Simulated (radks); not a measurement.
The numbers below are computed, except where a source is named.
Problem. These are the eigenvalues of the occupied orbitals of an atom or ion with whole-number occupations (hartree). Level of theory: Dirac Kohn-Sham, PBE, spin-unpolarised, spherical densities, finite nucleus; Fermi nuclear charge, rms radius of each element as measured or else 0.836 A^(1/3) + 0.57 fm (a radial shooting solver on a logarithmic mesh with Libxc functionals).

| orbital | eigenvalue |
|---|---|
| 1s1/2 | -257.5141 |
| 2s1/2 | -30.47144 |
| 2p1/2 | -26.32302 |
| 2p3/2 | -25.86429 |
| 3s1/2 | -3.81949 |
| 3p1/2 | -2.60967 |
| 3p3/2 | -2.55314 |
| 3d3/2 | -0.63940 |
| 3d5/2 | -0.63369 |
| 4p1/2 | -0.29832 |

Which element is it, and in what charge state? The configuration may be excited.

Solution. Z = 26, iron, charge +1: Fe+ in [Ar] 3d(3/2: 4, 5/2: 2) 4p(1/2: 1, 3/2: 0). The list shows which subshells hold electrons but not how many an open one holds; the 1s level, -257.51 hartree, gives Z - s = 22.7 by -(Z - s)^2/2, which with screening and relativity narrows Z to a few neighbours, and the depths of the outer levels then fix element, charge and occupations together.
